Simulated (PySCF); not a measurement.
A geometry optimisation, step by step.

C2H8SeSi.
Numbering: `[CH3:1][CH2:2][SiH2:3][SeH:4]` (hydrogens: H5, H6, H7 on C1; H8, H9 on C2; H10, H11 on Si3; H12 on Se4)

Computed by this run: PBE0-D3(BJ)/def2-SVP geometry optimisation, gas phase in PySCF 2.14.0; density fitting, grid level 1; the optimiser is geomeTRIC in internal coordinates, started from a GFN2-xTB structure with every atom displaced at random (about 0.01 Å). 8 of its 20 geometries are shown. The frame can shift and turn from step to step; on so coarse a grid that alone can change the energy by a few meV, and forces under 0.02 eV/Å are noise.

Step 0: E = -75406.9828 eV, largest atomic force 1.679 eV/Å
```
atom  x, y, z in Å  |  force x, y, z in eV/Å
C1     -1.688    0.151    0.055   -0.896   1.281  -0.613
C2     -0.269    0.454   -0.337    0.430   0.083   0.260
Si3     0.929   -0.744    0.494    1.082   1.142  -0.461
Se4     3.109   -0.165   -0.149   -0.023  -0.730   0.733
H5     -1.997   -0.838   -0.251   -0.237  -0.695  -0.097
H6     -2.387    0.881   -0.442    0.345  -0.536   0.344
H7     -1.836    0.267    1.125   -0.139  -0.097   0.496
H8     -0.146    0.398   -1.425    0.131  -0.047  -0.177
H9     -0.014    1.492   -0.041    0.138  -0.219  -0.047
H10     0.727   -2.127    0.092   -0.292  -0.698  -0.140
H11     0.914   -0.626    1.968   -0.177  -0.058   0.266
H12     2.699    0.830   -1.097   -0.363   0.574  -0.564
```

Step 3: E = -75407.0966 eV, largest atomic force 0.046 eV/Å
```
atom  x, y, z in Å  |  force x, y, z in eV/Å
C1     -1.707    0.025    0.011   -0.008  -0.003  -0.023
C2     -0.278    0.416   -0.357    0.002   0.007   0.013
Si3     1.030   -0.642    0.493    0.005  -0.005   0.004
Se4     3.125    0.189    0.033    0.011  -0.018   0.028
H5     -1.925   -1.021   -0.260    0.001   0.000   0.001
H6     -2.443    0.657   -0.511    0.000  -0.004   0.006
H7     -1.893    0.129    1.091    0.001   0.004   0.008
H8     -0.119    0.332   -1.446    0.011   0.003   0.003
H9     -0.080    1.471   -0.098   -0.009  -0.011   0.016
H10     0.934   -2.063    0.036   -0.011   0.004  -0.007
H11     0.840   -0.640    1.977    0.013   0.011  -0.006
H12     2.593    1.125   -0.966   -0.015   0.010  -0.042
```

Step 5: E = -75407.1005 eV, largest atomic force 0.185 eV/Å
```
atom  x, y, z in Å  |  force x, y, z in eV/Å
C1     -1.712    0.011    0.020    0.041   0.016   0.015
C2     -0.284    0.449   -0.304   -0.072  -0.050   0.016
Si3     1.035   -0.619    0.511    0.137   0.034  -0.120
Se4     3.119    0.190   -0.046   -0.051   0.030   0.045
H5     -1.898   -1.027   -0.295   -0.011   0.001  -0.002
H6     -2.454    0.647   -0.487    0.000   0.003  -0.010
H7     -1.918    0.068    1.101    0.004   0.000  -0.001
H8     -0.106    0.409   -1.393    0.001   0.021  -0.009
H9     -0.108    1.494    0.001   -0.006   0.012   0.006
H10     0.927   -2.035    0.044   -0.073  -0.025   0.036
H11     0.910   -0.605    1.999    0.019  -0.009   0.020
H12     2.567    0.997   -1.146    0.011  -0.033   0.002
```

Step 8: E = -75407.1251 eV, largest atomic force 0.108 eV/Å
```
atom  x, y, z in Å  |  force x, y, z in eV/Å
C1     -1.731   -0.039    0.114    0.043   0.019   0.092
C2     -0.366    0.618   -0.081   -0.041  -0.083  -0.045
Si3     1.096   -0.446    0.455    0.021   0.079  -0.034
Se4     3.057    0.307   -0.463   -0.051  -0.058  -0.075
H5     -1.802   -0.994   -0.431   -0.011  -0.002  -0.007
H6     -2.547    0.608   -0.243   -0.001   0.009  -0.015
H7     -1.932   -0.255    1.176    0.007  -0.009  -0.018
H8     -0.203    0.864   -1.145   -0.023   0.016  -0.001
H9     -0.302    1.575    0.462    0.017   0.043  -0.012
H10     0.839   -1.869    0.069    0.042  -0.009   0.006
H11     1.360   -0.362    1.921   -0.060  -0.043   0.047
H12     2.610   -0.028   -1.829    0.058   0.040   0.062
```

Step 11: E = -75407.1419 eV, largest atomic force 0.078 eV/Å
```
atom  x, y, z in Å  |  force x, y, z in eV/Å
C1     -1.733   -0.008    0.111   -0.025   0.004  -0.004
C2     -0.357    0.574   -0.195    0.013   0.065   0.006
Si3     1.056   -0.496    0.439   -0.029  -0.052   0.051
Se4     3.109    0.272   -0.208    0.049   0.022   0.005
H5     -1.865   -1.002   -0.345    0.002   0.006   0.001
H6     -2.539    0.637   -0.272    0.000   0.003   0.008
H7     -1.894   -0.124    1.195   -0.004   0.003   0.006
H8     -0.224    0.721   -1.281    0.003  -0.039   0.007
H9     -0.237    1.574    0.256   -0.004  -0.007  -0.011
H10     0.846   -1.916    0.013    0.017   0.010  -0.038
H11     1.133   -0.468    1.932   -0.012   0.005  -0.006
H12     2.784    0.216   -1.641   -0.013  -0.021  -0.025
```

Step 14: E = -75407.1481 eV, largest atomic force 0.053 eV/Å
```
atom  x, y, z in Å  |  force x, y, z in eV/Å
C1     -1.742    0.076    0.159    0.014   0.017  -0.004
C2     -0.352    0.584   -0.220   -0.030  -0.033   0.027
Si3     1.032   -0.526    0.409    0.038   0.017  -0.018
Se4     3.116    0.220   -0.184   -0.010  -0.009  -0.011
H5     -1.934   -0.925   -0.258   -0.005   0.002   0.004
H6     -2.533    0.744   -0.215    0.001   0.004  -0.003
H7     -1.866    0.004    1.251    0.003   0.004   0.000
H8     -0.252    0.668   -1.316    0.010   0.007  -0.006
H9     -0.172    1.597    0.180    0.000   0.008  -0.007
H10     0.833   -1.923   -0.087   -0.013  -0.007   0.011
H11     1.069   -0.536    1.903   -0.004  -0.011   0.004
H12     2.877   -0.006   -1.619   -0.004   0.002   0.003
```

Step 16: E = -75407.1481 eV, largest atomic force 0.035 eV/Å
```
atom  x, y, z in Å  |  force x, y, z in eV/Å
C1     -1.739    0.144    0.189    0.001  -0.005   0.002
C2     -0.334    0.583   -0.215    0.011  -0.018  -0.016
Si3     1.027   -0.565    0.401   -0.014   0.016  -0.027
Se4     3.113    0.144   -0.229   -0.017  -0.016   0.009
H5     -1.981   -0.857   -0.203    0.002   0.001   0.004
H6     -2.504    0.838   -0.193    0.001   0.002   0.002
H7     -1.854    0.102    1.284    0.002   0.005   0.001
H8     -0.242    0.635   -1.314   -0.009   0.018  -0.001
H9     -0.111    1.598    0.154    0.012  -0.001   0.007
H10     0.793   -1.950   -0.112   -0.014  -0.009   0.022
H11     1.072   -0.595    1.894    0.018   0.000  -0.003
H12     2.838   -0.098   -1.654    0.008   0.007   0.001
```

Step 19: E = -75407.1487 eV, largest atomic force 0.024 eV/Å
```
atom  x, y, z in Å  |  force x, y, z in eV/Å
C1     -1.734    0.171    0.203   -0.002  -0.001   0.004
C2     -0.327    0.585   -0.217    0.010   0.006  -0.021
Si3     1.019   -0.582    0.392   -0.008  -0.013  -0.013
Se4     3.111    0.093   -0.247    0.002  -0.009   0.007
H5     -1.996   -0.828   -0.180    0.001   0.001   0.003
H6     -2.492    0.875   -0.175    0.001   0.002   0.001
H7     -1.838    0.138    1.300    0.001   0.004   0.001
H8     -0.246    0.634   -1.318   -0.005   0.004   0.002
H9     -0.081    1.598    0.145    0.001  -0.005   0.013
H10     0.754   -1.967   -0.108   -0.005  -0.003   0.009
H11     1.080   -0.610    1.884    0.006   0.009  -0.001
H12     2.830   -0.128   -1.675    0.000   0.004  -0.004
```

Question: Summarise the path.

Answer: The energy falls by 0.1658 eV from step 0 to step 19; nine tenths of that is first reached at step 9. It rises by more than 0.2 meV at step 16. The largest force goes from 1.679 to 0.024 eV/Å. Among the bonds Si3–Se4 changes most, from 2.346 to 2.289 Å; the atoms move by 0.344 Å rms after alignment.

The cost below is that of the whole optimisation. Time: 2.0 min of wall time; peak memory 0.51 GiB. Hardware: an Intel Xeon Platinum 8488C with one thread (shared host).
